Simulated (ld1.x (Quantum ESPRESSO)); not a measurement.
## Pb: one change to an ultrasoft potential, before and after

```json
{
 "Element": "Pb (Z = 82)",
 "Generator": "ld1.x (Quantum ESPRESSO) 7.5",
 "Type": "ultrasoft",
 "Functional": "PBE",
 "Relativity": "scalar-relativistic",
 "Frozen core": "[Xe] 4f14",
 "Valence charge": "14",
 "Reference configuration": "5d10 6s2 6p2",
 "Partial waves": "6s (bound): rcut 1.40, rcutus 1.90 bohr; 6s channel at 4.25 Ry: rcut 1.40, rcutus 1.90 bohr; 6p (bound): rcut 2.00, rcutus 2.15 bohr; 6p channel at 5.05 Ry: rcut 2.00, rcutus 2.15 bohr; 5d (bound): rcut 1.30, rcutus 1.50 bohr; 5d channel at 2.6 Ry: rcut 1.30, rcutus 1.50 bohr",
 "Local potential": "all-electron potential smoothed inside 1.70 bohr (lloc = -1)",
 "Core correction": "none",
 "Augmentation charge": "PSQ, inside the norm-conserving radii"
}
```

Change: local potential all-electron potential smoothed inside 0.96 bohr (lloc = -1).

Cutoffs: the cutoffs (Ry, on a coarse ladder) from which the occupation-weighted sum of valence levels, in a spherical-Bessel basis at the reference potential, stays within 10 and 1 mRy of its value at 400 Ry; they do not see the model core or the augmentation charge, which bear on the density cutoff. Errors are all-electron minus pseudo energies relative to the spin-unpolarised reference configuration.

**Question.** Predict the effect on cutoff, ghosts and configuration errors.

**Answer.** The potential gets neither clearly harder nor softer (50 Ry and 90 Ry → 50 Ry and 90 Ry); the bound ghosts move from s to p, s; of the 7 tests that both files solve, the error grows in 0 and shrinks in 1 by more than 15 % and 0.3 meV (median size 5.4 → 5.2 meV); the range in which the p phases agree widens (upper end 3.8 → at the end of the scan). A state that the projectors do not describe sees the local part alone, so a deeper or shallower local part can create or remove a ghost.

```tsv
quantity	base	changed
cutoff, loose	50 Ry	50 Ry
cutoff, tight	90 Ry	90 Ry
loose cutoff by channel (10 mRy a level)	s 8 Ry, p 6 Ry, d 40 Ry	s 10 Ry, p 6 Ry, d 40 Ry
bound ghosts	s	s, p
error for 5d10 6s2 6p1, meV [ΔE 6.58 eV]	-1.3	-1.4
error for 5d10 6s2 6p0, meV [ΔE 20.02 eV]	+1.1	+1.3
error for 5d10 6s1 6p0, meV [ΔE 52.43 eV]	+12	+13
error for 5d10 6s1 6p3, meV [ΔE 8.74 eV]	+5.4	+5.2
error for 5d10 6s2 6p1.5, meV [ΔE 2.49 eV]	-0.7	-0.7
error for 5d10 6s0 6p0, meV [ΔE 95.13 eV]	+89	+89
error for 5d9 6s2 6p3, meV [ΔE 19.33 eV]	+32	+23
s: phases at 2.34 bohr within 0.05 rad from the reference energy up to (Ry; the scan ends near 5)	to the end of the scan	to the end of the scan
p: phases at 2.34 bohr within 0.05 rad from the reference energy up to (Ry; the scan ends near 5)	3.8	to the end of the scan
d: phases at 2.34 bohr within 0.05 rad from the reference energy up to (Ry; the scan ends near 5)	to the end of the scan	to the end of the scan
lowest overlap eigenvalue by channel	s 0.64, p 0.63, d 0.52	s 0.51, p 0.56, d 0.35
```

 A true bound ghost makes a file unfit for plane-wave use even where its test errors are small: the radial tests pick states by their node count and pass the ghost by.
